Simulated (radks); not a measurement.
The praseodymium ion Pr32+, configuration [Ar] 3d9 (the NIST ground configuration).

All-electron calculation, Dirac Kohn-Sham, PBE, spin-unpolarised, spherical densities, point nucleus; open shells are shared between the two j in proportion to 2j + 1. Program: a radial shooting solver on a logarithmic mesh with Libxc functionals.

Energy parts (eV):
part                      energy
total                 -235388.65
kinetic                254115.87
electron-nucleus      -537758.71
Hartree                 52965.86
exchange-correlation    -4711.67

Orbitals (lengths in bohr, moments of r in powers of bohr; <r^-3> diverges for s and p1/2; r(max) is where P^2 peaks):
orbital  occ.  eigenvalue (eV)      <r^2>  <1/r>   r(max)  <r^-3>
1s1/2       2        -43058.31  0.0007892  64.71  0.01541       -
2s1/2       2        -7961.573    0.01240  15.33  0.08727       -
2p1/2       2        -7600.539   0.009066  15.30  0.06639       -
2p3/2       4        -7115.199    0.01030  13.81  0.07172    7558
3s1/2       2        -2598.295    0.08036  5.688   0.2458       -
3p1/2       2        -2447.314    0.07486  5.608   0.2322       -
3p3/2       4        -2345.116    0.08135  5.236   0.2431    1640
3d3/2     3.6        -2088.911    0.06451  5.112   0.1933   274.3
3d5/2     5.4        -2066.224    0.06629  5.017   0.1964   248.8

The highest occupied level is 3d5/2 at -2066.2 eV. Summed over all electrons, <r^2> = 1.312 bohr^2, which gives a Langevin (diamagnetic) susceptibility term of -1.04 x 10^-6 cm^3/mol. For comparison, the ionisation energy in NIST's Atomic Spectra Database is 2108 eV (theoretical). In exact Kohn-Sham theory the highest level is minus the ionisation energy, but local and semilocal functionals leave it too shallow, through self-interaction and a potential that decays too fast; potentials with the right tail come closer.

Beside tabulated values, note that spin-unpolarised runs miss the spin-polarisation part of the exchange energy of open shells.
